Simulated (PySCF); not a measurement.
From one molecule to another.

First species: C5H11ClSi.
SMILES: `C[C@@H]1CC[Si@@H]1CCl`

Second species: C₆H₈NP.
Structure used (GFN2-xTB), in Å, numbered top down from 1:
```
atom  x, y, z in Å
C1     2.670    0.201    0.148
P2     1.513   -0.977    0.992
C3    -0.071   -0.289    0.389
C4    -0.995   -1.058   -0.311
C5    -2.195   -0.486   -0.695
C6    -2.432    0.838   -0.356
N7    -1.570    1.575    0.324
C8    -0.429    1.024    0.691
H9     2.686    1.144    0.692
H10    3.671   -0.227    0.176
H11    2.373    0.381   -0.883
H12    1.586   -1.970    0.006
H13   -0.773   -2.089   -0.554
H14   -2.929   -1.054   -1.246
H15   -3.352    1.332   -0.636
H16    0.240    1.664    1.253
```

Levels: PBE0/def2-SVPD for dipole moment, HOMO energy, LUMO energy, HOMO–LUMO gap, static isotropic polarisability and electronic spatial extent ⟨r²⟩ about the centre of nuclear charge; TDDFT PBE0/def2-SVPD for lowest singlet excitation; TDA PBE0/def2-SVPD for lowest triplet excitation (Tamm–Dancoff); GFN2-xTB for rotational constant A and rotational constant C. Geometries: GFN2-xTB. Each structure is a single optimised conformer of the isolated species, non-relativistic unless stated; the electronic structure was computed with PySCF and density fitting.

Dipoles, sizes and rotational constants follow the conformer. The torsions of the flexible species, by atom-mapped SMILES:
- `[CH3:1][C@@H:2]1[CH2:3][CH2:4][Si@@H:5]1[CH2:6][Cl:7]`: C4–Si5–C6–Cl7 -174°
- `[CH3:1][PH:2][c:3]1[cH:4][cH:5][cH:6][n:7][cH:8]1`: C1–P2–C3–C4 123°

Values for the first species:

```
Dipole moment                                                     : 1.91 D
HOMO energy                                                       : -7.60 eV
LUMO energy                                                       : 0.07 eV
HOMO–LUMO gap                                                     : 7.67 eV
Lowest singlet excitation                                         : 6.38 eV
Lowest triplet excitation (Tamm–Dancoff)                          : 5.81 eV
Static isotropic polarisability                                   : 97.8 au
Electronic spatial extent ⟨r²⟩ about the centre of nuclear charge : 1375 bohr²
Rotational constant A                                             : 3.212 GHz
Rotational constant C                                             : 0.866 GHz
```

(1) Estimate the same properties for the second species, and the change in each.

## Answers

(1) 
| property | first | second | second less first |
| --- | --- | --- | --- |
| dipole moment | 1.91 D | 2.25 D | +0.34 D |
| HOMO energy | -7.60 eV | -6.79 eV | +0.81 eV |
| LUMO energy | 0.07 eV | -0.95 eV | -1.02 eV |
| HOMO–LUMO gap | 7.67 eV | 5.84 eV | -1.83 eV |
| lowest singlet excitation | 6.38 eV | 4.72 eV | -1.66 eV |
| lowest triplet excitation (Tamm–Dancoff) | 5.81 eV | 3.95 eV | -1.86 eV |
| static isotropic polarisability | 97.8 au | 101.2 au | +3.4 au |
| electronic spatial extent ⟨r²⟩ about the centre of nuclear charge | 1375 bohr² | 1217 bohr² | -158 bohr² |
| rotational constant A | 3.212 GHz | 4.067 GHz | +0.855 GHz |
| rotational constant C | 0.866 GHz | 0.968 GHz | +0.102 GHz |

On the first: In atomic units the dipole is 0.75 e·bohr (1 au = 2.5417 D). S1 lies 1.29 eV below the HOMO–LUMO gap; its leading configuration is HOMO→LUMO, weight 0.78.

On the second: The polarisability is 15.00 Å³ as a volume (1 au = 0.148185 Å³), or 1.53 au for each of the 66 electrons. A dipole of 2.25 D is allowed in C1, and pure rotational transitions are dipole-allowed.
